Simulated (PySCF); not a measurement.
Correlation energy of Se⁺ (selenium, charge +1)

[Ar] 3d10 4s1 4p3 5s1, high-spin 6S determinant (an excited configuration). Calculation: PySCF 2.14, in aug-cc-pVTZ-PP with one added diffuse shell each of s, d, f type with ECP10MDF (7s5p5d3f, 68 functions); scalar relativity through the core potential. Frozen: 3s2 3p6 3d10; 5 electrons correlated.

| level | correlation energy (mhartree) |
| --- | --- |
| CCSD | -37.60 |
| (T) | -0.65 |
| CCSD(T) | -38.25 |

Diagnostics: T1 = 0.0094, D1 = 0.0293, largest double amplitude 0.022.

The outer electron is Rydberg-like, and this basis confines it to a smaller radius and binds it less than a complete one would.

Cost of the coupled-cluster step: about 5 core-seconds, for 5 correlated electrons.
